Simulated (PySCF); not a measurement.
B(F)(SeH)2 (BFH₂Se₂), SMILES FB([SeH])[SeH]. Coordinates come from a B3LYP-D3(BJ)/def2-SVP optimisation. The structure was generated by enumeration, and PubChem lists no compound with its InChIKey, so it may never have been made. One conformer was computed; it need not be the lowest.

Computed equilibrium geometry at B3LYP-D3(BJ)/def2-SVP (PySCF confirms it by a frequency run) as Cartesian coordinates in Å, and its point group (one conformer of several):
point group Cs.
```xyz
6

B      0.6436    -0.0026     0.0000
F      1.9716     0.0084     0.0000
Se    -0.3350    -1.6950     0.0000
H      0.8878    -2.5221     0.0000
Se    -0.2600     1.7331     0.0000
H     -1.6204     1.1637     0.0000
```
